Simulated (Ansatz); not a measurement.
Ansatz (a quantum-chemistry and plane-wave program) input:

Ansatz 0.2 input:
```yaml
crystal:
  periodic: [false, false, false]
  atoms:
    - {symbol: Tl, position_ang: [-0.85178193, -0.75863148, -0.81228787]}
    - {symbol: Cl, position_ang: [0.80704686, 0.74939776, 0.77145362]}
basis:
  gaussian:
    orbitals: def2-TZVP
hamiltonian:
  xc: b3lyp
  dispersion: d3bj
total_charge: -1
magnetization: {spin_polarized: true, initial_magnetization: 1}
relax: {f_tol: 0.002, max_steps: 150}
```

Problem. What final total energy does it print?

Solution. -632.90699 Eh (B3LYP-D3(BJ)/def2-TZVP). The basis has 87 functions.
